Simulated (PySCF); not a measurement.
# Bond energies at PBE/def2-TZVPP beside a composite method

PySCF, lowest determinants of a PBE0 search. The composite is CCSD(T) extrapolated to the basis-set limit from two correlation-consistent sets, with core-valence (CV) and scalar-relativistic (SR) terms as its label shows; it has no spin–orbit coupling and nothing beyond (T).

```csv
species,state (unpaired electrons),De PBE (eV),De composite (eV),composite,dissociates to
NaS,doublet (π ↑),2.60,2.57,CCSD(T)/CBS(DT)+CV+SR,Na + S
CsBr,singlet (closed shell),4.05,4.07,CCSD(T)/CBS(DT),Cs + Br
CdI,doublet (σ ↑),1.23,1.13,CCSD(T)/CBS(DT),Cd + I
AsO,doublet (π ↑),5.53,4.86,CCSD(T)/CBS(DT)+CV,As + O
TlF,singlet (closed shell),5.45,5.24,CCSD(T)/CBS(DT)+CV,Tl + F
NaN,triplet (π ↑↑),1.38,0.97,CCSD(T)/CBS(DT)+CV+SR,Na + N
TeF,doublet (π ↑),3.96,3.58,CCSD(T)/CBS(TQ)+CV,Te + F
GeF,doublet (π ↑),5.61,5.29,CCSD(T)/CBS(DT),Ge + F
```

Question: Does PBE bind more or less than the composite, by how much on average, and where is the difference largest?

Answer: PBE/def2-TZVPP binds more on average, method and basis taken together: the mean signed difference is +0.26 eV and the mean absolute one 0.27 eV; it is largest for AsO (+0.67 eV).

The molecules are drawn from runs that passed checks on state, spin purity and fit, so the hardest cases are missing and the errors look smaller than over all diatomics.

Correlated steps freeze the inner cores (2 to 37 orbitals); shallow outer-core shells are correlated. These are scalar-relativistic numbers at best; spin–orbit coupling would shift them, the dissociation energy most. Where the molecule has an RHF reference, its open-shell atoms are computed with UHF. The CCSD T1 diagnostic is raised in NaN, a sign that a single reference may not be enough there. States were picked by a PBE0 search and need not be the measured ground states.
